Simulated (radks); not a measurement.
Task: The mean radii <r> (bohr) of the occupied orbitals of an atom or ion are listed with their occupations. All-electron calculation, non-relativistic Kohn-Sham, TPSS, spin-polarised, spherical densities, point nucleus; meta-GGA in the generalised Kohn-Sham scheme. Program: a radial shooting solver on a logarithmic mesh with Libxc functionals.

| orbital | occ. | <r> |
|---|---|---|
| 1s up | 1 | 0.04497 |
| 1s down | 1 | 0.04497 |
| 2s up | 1 | 0.1998 |
| 2s down | 1 | 0.1998 |
| 2p up | 3 | 0.1728 |
| 2p down | 3 | 0.1728 |
| 3s up | 1 | 0.5844 |
| 3s down | 1 | 0.5842 |
| 3p up | 3 | 0.5941 |
| 3p down | 3 | 0.5937 |
| 3d up | 5 | 0.6279 |
| 3d down | 5 | 0.6248 |
| 4s up | 1 | 1.720 |
| 4s down | 1 | 1.721 |
| 4p up | 2 | 1.979 |

Name the element and its charge. Open shells, if any, are filled with parallel spins first.

Result: Z = 34, selenium, charge +2: Se2+ in [Ar] 3d10 4s2 4p2. The 1s radius gives Z: for a bare nucleus <r> = 1.5/Z, 0.04412 bohr for Z = 34, and screening makes it slightly larger (0.04497 here). The occupations add up to 32, and the charge is Z minus that.
